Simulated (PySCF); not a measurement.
Compound: C₂H₆Cl₄Si₂.
Cartesian coordinates in Å at the PBE0-D3(BJ)/def2-SVP level; atoms count from 1:
```
atom  x, y, z in Å
C1    -0.3298   -1.6115   -0.9465
Si2   -0.3499   -0.2707    0.3495
C3    -1.5085    1.1386   -0.0380
Cl4   -0.8484   -1.0864    2.1981
Si5    1.8054    0.5812    0.5837
Cl6    1.8552    2.1323    1.9370
Cl7    3.1543   -0.8506    1.1841
Cl8    2.4146    1.2978   -1.2583
H9    -1.3290   -2.0600   -1.0588
H10    0.3817   -2.4052   -0.6734
H11   -0.0232   -1.1869   -1.9156
H12   -1.2161    1.6172   -0.9861
H13   -2.5440    0.7757   -0.1295
H14   -1.4719    1.8955    0.7595
```

Theory: core-valence-separated Tamm–Dancoff BHandHLYP/aug-pcX-1 (pcseg-1 on H, def2-SVPD on Si, def2-SVPD on Cl) in PySCF, non-relativistic, gas phase, PBE0-D3(BJ)/def2-SVP geometry. No empirical shift is added; at this level the pattern usually sits a few eV under experiment.

**Question.** What does the C 1s absorption edge look like?

**Answer.** 
```
E (eV)       f  core hole on               main final orbital
285.28  0.0009         C1/C3  LUMO/LUMO+2 (2 roots, f summed)
285.69  0.0207         C1/C3       LUMO+1 (2 roots, f summed)
285.78  0.0221         C1/C3         LUMO (2 roots, f summed)
286.20  0.0699         C1/C3       spread (2 roots, f summed)
286.24  0.0577         C1/C3       spread (2 roots, f summed)
```

The first line with a tenth or more of the strongest one's intensity is at 285.69 eV (f = 0.021, sum of 2), with the hole on C1/C3 (Si-methyl carbon). The strongest listed is at 286.20 eV (f = 0.070, sum of 2; C1/C3).

Roots within 0.03 eV whose holes lie on the same, on equivalent or on shared atoms are summed into one line, and the highest roots are left out, as the search may have cut off their partners. Final orbitals are the ground state's empty Kohn–Sham orbitals.

**Question.** What is the summed oscillator strength of the listed C K lines, and their intensity-weighted mean energy?

**Answer.** Σf = 0.171 over 5 lines from 285.28 to 286.24 eV; the weighted mean is 286.09 eV. The strongest line holds 41 % of the sum.

Only the lowest roots of each edge were sought.
